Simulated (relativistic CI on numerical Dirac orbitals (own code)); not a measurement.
Computed by Dirac-Coulomb-Breit CI, separate exchange-only KLI orbitals for each configuration, QED by a radiative potential, unscaled Slater integrals (own radial code, finite nucleus).

The strongest absorption lines from the ground level of an ion, among the configurations computed and to levels below about 4510 eV (vacuum wavelength in Å, gf): 2.7595 (0.25), 3.5712 (0.44), 3.5775 (0.28), 3.5905 (0.19), 3.6062 (0.09), 3.6433 (1.5), 41.134 (0.12), 41.735 (0.17).

Problem. Which ion is it?
A. Ru39+
B. Sr33+
C. Nb36+
D. Ru41+

Solution. A. Ru39+ has 5 electrons and the ground level 2s²2p ²P°1/2; the strongest line goes to 2s²3d ²D3/2. The pattern of lines fixes the number of electrons, and along that sequence the line energies rise steadily with the charge (about as its square where n changes within one kind of shell, about linearly where n is kept but much faster in heavy ions where fine structure, which grows about as Z⁴, sets the gap, and irregularly where shells cross), which fixes Z. Configurations outside the model, such as inner-shell arrays, can give stronger lines. At this charge energies of transitions that change n are usually good to better than 1 %, and those within a shell (Δn = 0) to a few per cent.

LS names give the leading component of a level, which can be under half, so a name can repeat, a term be missing and a line seem to break the LS rules.
